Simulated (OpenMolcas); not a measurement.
A calculation on O²⁺.

* Program: OpenMolcas 26.06
* Method: RASSCF
* Basis: ANO-RCC-VTZP [4s3p2d1f]
* Scalar Hamiltonian: DKH2, point nucleus
* Active space: 4 electrons in 9 orbitals (RAS2 2s 2p; RAS3 3d, at most 2 electrons)
* State averaging: 2S+1 = 3 even, 6 roots; 2S+1 = 1 even, 11 roots; 2S+1 = 5 odd, 1 root; 2S+1 = 3 odd, 9 roots; 2S+1 = 1 odd, 8 roots
* Spin-orbit coupling: state interaction with AMFI integrals over the reference wave functions, term energies averaged over their components

Q: Which level of the active space comes out lowest?

A: 2s2 2p2 3P0, with 100 % of that term; it is also the measured ground level.

Q: How high does 2s2 2p2 3P1 lie?

A: 105 cm-1 above the lowest level; measured 113 cm-1 above the ground level, so the calculation is off by -7 %.

Q: How high does 2s 2p3 3S* 1 lie?

A: 202287 cm-1 above the lowest level; measured 197088 cm-1 above the ground level, so the calculation is off by +3 %.

Q: How high does 2s 2p3 3D* 2 lie?

A: 121761 cm-1 above the lowest level.

Measured values: Moore, Selected Tables of Atomic Spectra, NSRDS-NBS 3, section 11.

Active for correlation alone: 3d; no level in the range computed is led by a configuration that fills it, so any true level of that kind is missing. Computed and measured levels are paired by configuration, term and J; levels that our copy of the source lacks, or whose pairing is in doubt (as where it misses far off the trend of its configuration), stay unpaired and out of the deviations. Only configurations of the active space appear.

* marks odd parity.
